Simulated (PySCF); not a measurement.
Two species compared at the same levels of theory.

First species: C6H8N2.
InChI=1S/C6H8N2/c1-5-3-4-7-8-6(5)2/h3-4H,1-2H3

Second species: C₇H₁₁ (charge +1).
SMILES: `C[C@@H]1CC=C[CH+]C1`

Levels: CAM-B3LYP/def2-SVPD for HOMO energy, LUMO energy, HOMO–LUMO gap and static isotropic polarisability; TDDFT CAM-B3LYP/def2-SVPD for lowest singlet excitation; TDA CAM-B3LYP/def2-SVPD for lowest triplet excitation (Tamm–Dancoff). Geometries: GFN2-xTB. Each structure is a single optimised conformer of the isolated species, non-relativistic unless stated; the electronic structure was computed with PySCF and density fitting.

Values for the first species:

```
HOMO energy                              : -7.86 eV
LUMO energy                              : -0.04 eV
HOMO–LUMO gap                            : 7.82 eV
Lowest singlet excitation                : 3.76 eV
Lowest triplet excitation (Tamm–Dancoff) : 2.98 eV
Static isotropic polarisability          : 81.2 au
```

(1) Estimate the same properties for the second species, and the change in each.

## Answers

(1) 
```
                                property     first     second  second less first
                             HOMO energy  -7.86 eV  -14.75 eV           -6.89 eV
                             LUMO energy  -0.04 eV   -7.58 eV           -7.54 eV
                           HOMO–LUMO gap   7.82 eV    7.17 eV           -0.65 eV
               lowest singlet excitation   3.76 eV    4.12 eV           +0.36 eV
lowest triplet excitation (Tamm–Dancoff)   2.98 eV    2.59 eV           -0.39 eV
         static isotropic polarisability   81.2 au    73.5 au            -7.7 au
```

On the first: The vertical singlet–triplet gap S1 − T1 is 0.78 eV (TDDFT singlet less Tamm–Dancoff triplet; S1: HOMO→LUMO, weight 0.98; T1: HOMO→LUMO, weight 0.93). The polarisability is 12.03 Å³ as a volume (1 au = 0.148185 Å³), or 1.40 au for each of the 58 electrons.

On the second: The vertical singlet–triplet gap S1 − T1 is 1.53 eV (TDDFT singlet less Tamm–Dancoff triplet; S1: HOMO→LUMO, weight 0.96; T1: HOMO→LUMO, weight 0.82). S1 lies 3.05 eV below the HOMO–LUMO gap; its leading configuration is HOMO→LUMO, weight 0.96.
